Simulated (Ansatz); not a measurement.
Compare A (`OBCCO`) with its isomer B (`BOCCO`).

Gas-phase electronic energies from Ansatz, PBE0-D4/def2-TZVP geometries. CCSD(T)/CBS adds triple-zeta CCSD(T) − MP2 to the extrapolated MP2 energy (def2 sets, frozen cores). DFT in def2-TZVPP. B3LYP here is the variant with VWN-RPA as its local correlation; programs differ in this. Each species was taken in one conformer, which may not be the lowest.

Problem. Which is lower in electronic energy at CCSD(T)/CBS, and by how much? (Estimate.)

Solution. The calculation gave: A, by 86.0 kJ/mol.

Problem. Give E(B) − E(A) in kJ/mol with MP2/def2-TZVPP, B3LYP-D4, HF/def2-TZVPP, CCSD/def2-TZVPP, ωB97M-V, B3LYP, PBE0-D4. (Best estimate.)

Solution. Ansatz gave: MP2/def2-TZVPP 89.5, B3LYP-D4 80.4, HF/def2-TZVPP 73.4, CCSD/def2-TZVPP 83.8, ωB97M-V 86.3, B3LYP 80.8, PBE0-D4 88.6. None reverses the order clearly.

Largest T1 diagnostic: 0.013.

In def2-TZVPP, CCSD(T) changes the Hartree–Fock value by +10.5 kJ/mol (the triples alone add +0.1 kJ/mol) and MP2 by +16.1 kJ/mol.
